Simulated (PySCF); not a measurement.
## Ionisation energy of Sr by level of theory

Sr [Kr] 5s2 (1S) → Sr⁺ [Kr] 5s1 (2S), as a difference of total energies. All numbers are calculated (PySCF 2.14, no relativity, point nucleus, in dyall-av2z (22s16p11d, 125 functions)). Correlated levels: valence: [Kr] frozen; virtual orbitals above 40 to 60 times the deepest correlated orbital energy dropped. The calculations carry no spin-orbit coupling.

| method | ionisation energy (eV) |
| --- | --- |
| UHF | 4.673 |
| MP2 (valence) | 5.158 |
| SCS-MP2 (valence) | 5.255 |
| CCSD (valence) | 5.389 |

Question: How much does correlation contribute at MP2 (valence)?

Answer: 5.158 − (4.673) = 0.485 eV, measured against UHF.

These non-relativistic numbers lack the scalar-relativistic shift.

Errors of the correlated levels include the incompleteness of this basis and the frozen core.

With two correlated electrons CCSD is exact in that space.

For comparison: 5.695 eV (measured; NIST Atomic Spectra Database, ionization energies).
